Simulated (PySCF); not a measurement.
Stepwise substitution at one centre (Si Br-C2H5). Gas-phase values, no solvent. One relaxed conformer stands for each flexible species; it need not be the lowest. Strings in code marks are SMILES.

The LUMO from two functionals at the same geometries (B3LYP-D3(BJ)/def2-SVP), both in PySCF: PBE-D3(BJ)/def2-TZVP and B3LYP-D3(BJ)/def2-TZVP. B3LYP has the VWN-RPA correlation part, as in Gaussian. 

```tsv
species	PBE-D3(BJ)/def2-TZVP (eV)	B3LYP-D3(BJ)/def2-TZVP (eV)
0 of 4 Br replaced by C2H5	-2.78	-2.18
1 of 4 Br replaced by C2H5 (`CC[Si](Br)(Br)Br` (C–C–Si–Br torsion 60°))	-1.89	-1.25
2 of 4 Br replaced by C2H5 (`CC[Si](Br)(Br)CC` (C–C–Si–Br torsion 64°, Br–Si–C–C torsion -178°))	-0.95	-0.27
```

Over these rows, drawn at random from the members with no instability flagged (it was tested for open shells, ions and some series alone), PBE minus B3LYP-D3(BJ): mean -0.64 eV, from -0.69 eV to -0.60 eV.
